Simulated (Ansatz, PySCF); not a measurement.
Cd(Br)(Et) (C2H5BrCd), SMILES [Br][Cd][CH2]C. Atoms are numbered in the order given.

```xyz
9

Cd     0.0199    -0.1355     0.1481
Br     1.1640     1.7224     1.2761
C     -0.9786    -1.7511    -0.8393
C     -1.5507    -1.4028    -2.2147
H     -1.7684    -2.0873    -0.1490
H     -0.2427    -2.5680    -0.9054
H     -0.7697    -1.0783    -2.9208
H     -2.2992    -0.5959    -2.1625
H     -2.0511    -2.2780    -2.6672
```
Charge 0, spin multiplicity 1.

Geometry optimised at B3LYP-D3(BJ)/def2-SVP. The structure was generated by enumeration; whether it is a known compound was not checked. The def2 effective core potentials stand for the cores of Cd; spin–orbit coupling is left out. One conformer was computed; it need not be the lowest.

Two levels are set side by side: PBE-D3(BJ)/def2-SVP (Ansatz, a quantum-chemistry and plane-wave program) and B3LYP-D3(BJ)/def2-SVP (Ansatz). Each level has its own optimised geometry; the coordinates shown are those of the second. Frequencies come from the Hessian of PySCF at each geometry. Differences are taken from unrounded values.

```tsv
quantity	B3LYP-D3(BJ)	PBE-D3(BJ)	PBE-D3(BJ) minus B3LYP-D3(BJ)
mean bond length (Å)	1.455	1.458	0.003
bond Cd1–Br2 (Å)	2.456	2.451	-0.005
bond Cd1–C3 (Å)	2.141	2.133	-0.008
bond C3–C4 (Å)	1.530	1.530	0.000
bond C3–H5 (Å)	1.101	1.110	0.008
bond C3–H6 (Å)	1.101	1.110	0.008
bond C4–H7 (Å)	1.102	1.109	0.007
bond C4–H8 (Å)	1.102	1.109	0.007
bond C4–H9 (Å)	1.105	1.113	0.008
highest harmonic wavenumber (cm⁻¹)	3115	3063	-52
mean harmonic wavenumber (cm⁻¹)	1356	1325	-32
zero-point energy (kcal/mol)	40.72	39.77	-0.96
```
